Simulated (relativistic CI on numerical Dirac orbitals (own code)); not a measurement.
**Slater and spin-orbit integrals, Co¹¹⁺**

These numbers are calculated, not measured: Dirac-Coulomb-Breit CI, separate exchange-only KLI orbitals for each configuration, a model potential for QED, unscaled Slater integrals (own radial code, finite nucleus).

Slater integrals F^k, G^k are unscaled and averaged over j, outside the closed core [Ne]; ζ comes from projecting the Hamiltonian with its Breit term on Σ l·s of the shell.

- 3s2 3p4: F^2(3p,3p) = 145730, ζ(3p) = 13632 cm⁻¹; <r>(3p) = 0.6883, <r^2>(3p) = 0.546 (bohr units).
- 3s 3p5: G^1(3s,3p) = 189780, ζ(3p) = 13614 cm⁻¹; <r>(3s) = 0.6876, <r^2>(3s) = 0.538, <r>(3p) = 0.6892, <r^2>(3p) = 0.5475 (bohr units).
- 3s2 3p3 3d: F^2(3p,3p) = 145550, ζ(3p) = 13626, F^2(3p,3d) = 143850, G^1(3p,3d) = 166150, G^3(3p,3d) = 107200, ζ(3d) = 1107.9 cm⁻¹; <r>(3p) = 0.6892, <r^2>(3p) = 0.5474, <r>(3d) = 0.6547, <r^2>(3d) = 0.502 (bohr units).

Averages of the first 10 configurations, taken without configuration mixing, which lowers the lowest level and can move excited configurations by several eV; other configurations of the list can lie among them:

| Configuration | Parity | States | Average energy above the lowest level (eV) |
| --- | --- | --- | --- |
| 3s2 3p4 | even | 15 | 7.8 |
| 3s 3p5 | odd | 12 | 53.1 |
| 3p6 | even | 1 | 104.8 |
| 3s2 3p3 3d | odd | 200 | 67.6 |
| 3s 3p4 3d | even | 300 | 110.0 |
| 3p5 3d | odd | 60 | 158.9 |
| 3s 3p3 3d2 | odd | 1800 | 169.0 |
| 3s2 3p3 4s | odd | 40 | 169.0 |
| 3s2 3p3 4p | even | 120 | 183.8 |
| 3s2 3p2 3d 4p | odd | 900 | 243.8 |
